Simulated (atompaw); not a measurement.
# What one change does to a pseudopotential (Co, PAW (atompaw))

```
Element                 : Co
Generator               : atompaw 4.2.0.5
Type                    : PAW
Functional              : PBE
Relativity              : scalar-relativistic
Frozen core             : [Ne] 3s2
Valence charge          : 15
Reference configuration : 3p6 3d7 4s1 4p0 (charge +1)
Partial waves           : 4s (bound): rc 2.40 bohr; 4s channel at -0.2 Ry: rc 2.40 bohr; 3p (bound): rc 1.20 bohr; 4p (bound, empty): rc 2.40 bohr; 3d (bound): rc 1.05 bohr; 3d channel at -0.95 Ry: rc 1.05 bohr
Local potential         : vpsmatchnc scheme with l = 3 at 0 Ry, radius 1.80 bohr
Core correction         : smooth core density matched at 1.55 bohr
Augmentation charge     : sinc compensation charge, radius 2.10 bohr; PAW radius 2.40 bohr; waves and projectors: custom rrkj gramschmidtortho
```

All-electron outer shells of the reference configuration (PBE, scalar-relativistic, ld1.x):

```json
{"shell": "3s", "level (eV)": "-111.23", "outermost node (bohr)": "0.31", "outermost maximum (bohr)": "0.66"}
{"shell": "3p", "level (eV)": "-74.47", "outermost node (bohr)": "0.28", "outermost maximum (bohr)": "0.68"}
{"shell": "3d", "level (eV)": "-16.96", "outermost node (bohr)": "–", "outermost maximum (bohr)": "0.66"}
{"shell": "4s", "level (eV)": "-12.76", "outermost node (bohr)": "0.96", "outermost maximum (bohr)": "2.21"}
{"shell": "4p", "level (eV)": "-7.47", "outermost node (bohr)": "1.04", "outermost maximum (bohr)": "2.76"}
```

Change: local potential troulliermartins scheme with l = 3 at 0 Ry, radius 1.80 bohr.

Cutoffs: the cutoffs (Ry, on a coarse ladder) from which the occupation-weighted sum of valence levels, in a spherical-Bessel basis at the reference potential, stays within 10 and 1 mRy of its value at 400 Ry; they do not see the model core or the augmentation charge, which bear on the density cutoff.

What does the change do?

The potential gets neither clearly harder nor softer (100 Ry and 180 Ry → 100 Ry and 180 Ry); the bound ghost in s disappears; the range in which the p phases agree narrows (upper end 4.1 → 3.0). A state that the projectors do not describe sees the local part alone, so a deeper or shallower local part can create or remove a ghost.

| quantity | base | changed |
| --- | --- | --- |
| cutoff, loose | 100 Ry | 100 Ry |
| cutoff, tight | 180 Ry | 180 Ry |
| bound ghosts | s | none |
| s: phases at 2.41 bohr within 0.05 rad from the reference energy up to (Ry; the scan ends near 5) | 4.2 | to the end of the scan |
| p: phases at 2.41 bohr within 0.05 rad from the reference energy up to (Ry; the scan ends near 5) | 4.1 | 3.0 |
| d: phases at 2.41 bohr within 0.05 rad from the reference energy up to (Ry; the scan ends near 5) | to the end of the scan | to the end of the scan |
| lowest overlap eigenvalue by channel | s 0.16, p 0.44, d 0.97 | s 0.29, p 0.46, d 0.98 |

 A true bound ghost makes a file unfit for plane-wave use even where its test errors are small: the radial tests pick states by their node count and pass the ghost by. The cutoffs see the waves, projectors and local potential, not the compensation charge or the core.
